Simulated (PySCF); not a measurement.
C3HBrCl2. Atoms are numbered in the order given.

```xyz
7

Cl    -2.4016     0.1481     1.4643
C     -1.5170    -0.1545     0.0000
Cl    -2.4016     0.1481    -1.4643
C     -0.2788    -0.5854     0.0000
C      0.9624    -0.9900     0.0000
Br     2.4396     0.2110     0.0000
H      1.2703    -2.0390     0.0000
```

Geometry: TPSSh-D3(BJ)/def2-SVP. The structure was generated by enumeration, and PubChem lists no compound with its InChIKey, so it may never have been made.

Level of theory: PySCF with PBE/def2-TZVP.

Symmetry labels are those of the subgroup Cs that the program uses (full group Cs).

Computed valence orbital energies around the gap with their symmetry:
```
orbital  symmetry  energy (eV)
-------  --------  -----------
HOMO−7         A'       -10.14
HOMO−6         A"        -8.87
HOMO−5         A'        -8.61
HOMO−4         A"        -8.28
HOMO−3         A"        -7.90
HOMO−2         A'        -7.35
HOMO−1         A"        -6.68
HOMO           A'        -6.56
LUMO           A'        -2.48
LUMO+1         A"        -2.44
LUMO+2         A'        -1.42
LUMO+3         A'        -0.33
```
